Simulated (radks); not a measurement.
Question: Species: Ar3+. Configuration: [Ne] 3s2 3p3 (the NIST ground configuration). Method: scalar-relativistic Kohn-Sham, XLYP, spin-polarised, spherical densities, finite nucleus; open shells are filled with parallel spins first; Fermi nuclear charge, rms radius 3.4274 fm; computed with a radial shooting solver on a logarithmic mesh with Libxc functionals. Some entries of the table are withheld. Estimate them.

| orbital | occ. | eigenvalue (eV) | <r^2> (bohr^2) | r(max) (bohr) |
|---|---|---|---|---|
| 1s up | 1 | -3172.649 | 0.009885 | 0.05605 |
| 1s down | 1 | -3171.877 | 0.009881 | 0.05605 |
| 2s up | 1 | -345.0646 | 0.2031 | 0.3381 |
| 2s down | 1 | -344.3926 | 0.2027 | 0.3384 |
| 2p up | 3 | -278.4718 | 0.1754 | 0.2799 |
| 2p down | 3 | -277.5060 | 0.1752 | 0.2803 |
| 3s up | 1 | -67.0394 | 1.889 | 1.129 |
| 3s down | 1 | -62.8176 | 1.939 | 1.128 |
| 3p up | 3 | (1) | (2) | 1.192 |
| 3p down | 0 | (3) | (4) | 1.197 |
| 3d up | 0 | -28.9471 | (5) | 1.301 |
| 3d down | 0 | -25.8534 | (6) | 1.347 |
| 4s up | 0 | -22.3238 | 10.61 | 2.897 |

Answer: 
(1) 3p up eigenvalue (eV): -51.3318
(2) 3p up <r^2> (bohr^2): 2.231
(3) 3p down eigenvalue (eV): -47.3585
(4) 3p down <r^2> (bohr^2): 2.347
(5) 3d up <r^2> (bohr^2): 3.275
(6) 3d down <r^2> (bohr^2): 3.771
